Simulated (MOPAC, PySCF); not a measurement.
C$_{2}$H$_{6}$OSi, SMILES `O1C[SiH2]C1`, neutral singlet in the gas phase. 

Z-matrix (Å, degrees):
```
Si
H 1 1.4831
H 1 1.4831 2 108.46
C 1 1.8977 2 117.70 3 -136.79
H 4 1.0929 1 117.60 2 0.09
H 4 1.0929 5 108.56 1 -136.62
O 4 1.4557 5 110.57 6 -121.47
C 7 1.4557 4 104.42 5 -119.92
H 8 1.0929 7 110.57 4 119.92
H 8 1.0929 9 108.56 7 -121.47
```
Charge 0, spin multiplicity 1.

All levels are single points at this geometry (B3LYP-D3(BJ)/def2-TZVP); Pople sets use spherical d functions. Orbital energies aren't observables, and empty levels follow the basis.

B3LYP/6-31G* in PySCF gives dipole (D) = 1.52.

### Question
Estimate the dipole (D) from each of these levels: B3LYP-D3(BJ)/def2-TZVP in PySCF; B3LYP/6-311+G** in PySCF; B3LYP/LANL2DZ in PySCF; BP86/6-31G* in PySCF; M06-2X/6-31G* in PySCF; PBE/6-31G* in PySCF; AM1 in MOPAC; PM7 in MOPAC.

### Answer

```csv
level,dipole (D)
B3LYP-D3(BJ)/def2-TZVP in PySCF,1.54
B3LYP/6-311+G** in PySCF,1.85
B3LYP/LANL2DZ in PySCF,2.20
BP86/6-31G* in PySCF,1.30
M06-2X/6-31G* in PySCF,1.74
PBE/6-31G* in PySCF,1.28
AM1 in MOPAC,2.34
PM7 in MOPAC,1.66
```
